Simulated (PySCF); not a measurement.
**Polarisability and C₆ of K⁻ (potassium, charge -1)**

[Ar] 4s2, closed-shell 1S. All numbers are calculated (PySCF 2.14, scalar relativity by spin-free X2C-1e, in aug-cc-pwCVTZ-X2C with one added diffuse shell each of s, p, d, f type (10s9p7d4f, 100 functions)). Coupled (time-dependent) response in atomic units; α is the mean over directions.

```tsv
method	mean α (bohr³)	C₆ (like pair)	S(−4)
UHF	2397	104200	5582000
```

S(−4) is the Cauchy moment in α(ω) = α(0) + S(−4) ω² + …

α(iu) at UHF:

| u (hartree) | α(iu) (bohr³) |
| --- | --- |
| 0 | 2397 |
| 0.0500 | 522.1 |
| 0.100 | 178.4 |
| 0.200 | 53.57 |
| 0.300 | 27.00 |
| 0.500 | 12.37 |
| 0.750 | 7.088 |
| 1.00 | 4.805 |
| 1.50 | 2.687 |
| 2.00 | 1.714 |
| 3.00 | 0.8658 |
| 5.00 | 0.3466 |

For an ion, C₆ is the dispersion term alone; charge-induced terms of lower order in 1/R come first.

The outer electron is barely bound at this level, so radii and moments hang on the diffuse functions.
